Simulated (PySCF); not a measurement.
## What the low excited states add to the polarisability

Compound: C₅H₅F₃O.
Geometry (GFN2-xTB, Å), atoms numbered from 1 in this order:
```xyz
14
C5H5F3O angstrom
C      1.5344   -0.6115    0.4183
C      0.1554    0.0078    0.3524
C     -0.3677    0.1667   -1.0383
F      0.3881    0.9567   -1.8310
C     -1.4593   -0.3908   -1.5490
F     -2.2644   -1.2002   -0.8887
F     -1.8874   -0.2157   -2.7907
C     -0.2930    0.9722    1.3718
O     -0.7755   -0.3412    1.3266
H      1.8656   -0.6662    1.4515
H      1.5070   -1.6184    0.0070
H      2.2349   -0.0102   -0.1568
H     -1.0056    1.7442    1.1060
H      0.3668    1.2060    2.1986
```

Theory: TDDFT CAM-B3LYP/def2-SVPD, vertical, gas phase, core orbitals frozen in the response (PySCF).

Excitation energies and transition dipoles (atomic units, axes of the coordinates) of those of the lowest 8 singlets that add 0.02 au or more to the mean polarisability:

| state | ΔE (hartree) | μx | μy | μz |
| --- | --- | --- | --- | --- |
| S1 | 0.2427 | 0.104 | -0.191 | -0.176 |
| S2 | 0.2618 | 0.234 | -0.138 | 0.086 |
| S3 | 0.2811 | -1.084 | -0.572 | -0.937 |
| S4 | 0.2910 | 0.091 | 0.163 | 0.165 |
| S5 | 0.2960 | -0.063 | -0.071 | -0.141 |
| S7 | 0.3072 | 0.009 | -0.230 | 0.004 |
| S8 | 0.3108 | 0.104 | -0.005 | 0.076 |

What does each state add to αxx, αyy and αzz, and how do the sums compare with the full static tensor?

Each state adds 2 μα² / ΔE.

```tsv
state	αxx (au)	αyy (au)	αzz (au)
S1	0.09	0.30	0.25
S2	0.42	0.15	0.06
S3	8.35	2.33	6.25
S4	0.06	0.18	0.19
S5	0.03	0.03	0.13
S7	0.00	0.34	0.00
S8	0.07	0.00	0.04
all 8 states	9.0	3.3	6.9
full response	67.0	56.9	67.8
share (%)	13	6	10
```

The rest comes from the higher roots of the same response equations.

Give the full tensor and its principal values.

In au, rows and columns x, y, z:
```
x   67.0  3.2  7.0
y    3.2 56.9  4.7
z    7.0  4.7 67.8
```
Principal values 55.2, 60.5 and 76.1 au; mean 63.9 au (9.47 Å³).

By how much does the contribution of these states grow at 1064 nm?

With ω = 0.0428 hartree each state's term in the mean polarisability goes from f / ΔE² to f / (ΔE² − ω²), f = (2/3) ΔE |μ|²; the sum over all 8 states goes from 6.43 to 6.59 au, a rise of 0.15 au.

The run took 46 s of wall time on an x86-64 server with one thread (shared host).

One conformer stands for the species.
